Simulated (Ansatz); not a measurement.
Computed with Ansatz.

GaH₄PS (`S[PH][GaH2]`) at its PBE0-D4/def2-TZVP geometry, where that method's forces vanish. The species carries charge 0 and has multiplicity 1.

```json
{"atom": "S1", "x (Å)": "-0.477", "y (Å)": "1.454", "z (Å)": "0.087"}
{"atom": "P2", "x (Å)": "-0.025", "y (Å)": "0.038", "z (Å)": "-1.535"}
{"atom": "Ga3", "x (Å)": "0.306", "y (Å)": "-0.893", "z (Å)": "0.594"}
{"atom": "H4", "x (Å)": "0.720", "y (Å)": "2.064", "z (Å)": "0.058"}
{"atom": "H5", "x (Å)": "-1.399", "y (Å)": "-0.313", "z (Å)": "-1.621"}
{"atom": "H6", "x (Å)": "1.769", "y (Å)": "-0.753", "z (Å)": "1.121"}
{"atom": "H7", "x (Å)": "-0.895", "y (Å)": "-1.597", "z (Å)": "1.296"}
```

(1) For each bond, give half the difference of the two atoms' forces along it (eV/Å; positive pushes the atoms apart) under PBE-D4, r2SCAN-D4, B3LYP-D4, ωB97M-V in def2-TZVPP. (Estimate.)

Answers

(1) The calculation gave: 
| bond | length (Å) | PBE-D4 | r2SCAN-D4 | B3LYP-D4 | ωB97M-V |
| --- | --- | --- | --- | --- | --- |
| S1–P2 | 2.199 | 0.27 | 0.10 | 0.37 | 0.11 |
| S1–Ga3 | 2.525 | 0.14 | 0.03 | 0.30 | 0.09 |
| S1–H4 | 1.344 | 0.26 | 0.01 | -0.06 | -0.12 |
| P2–Ga3 | 2.348 | 0.18 | 0.05 | 0.26 | 0.04 |
| P2–H5 | 1.421 | 0.23 | 0.01 | -0.07 | -0.13 |
| Ga3–H6 | 1.561 | 0.01 | -0.08 | -0.07 | -0.08 |
| Ga3–H7 | 1.559 | 0.01 | -0.07 | -0.07 | -0.09 |

B3LYP here is the variant with VWN-RPA as its local correlation; programs differ in this.
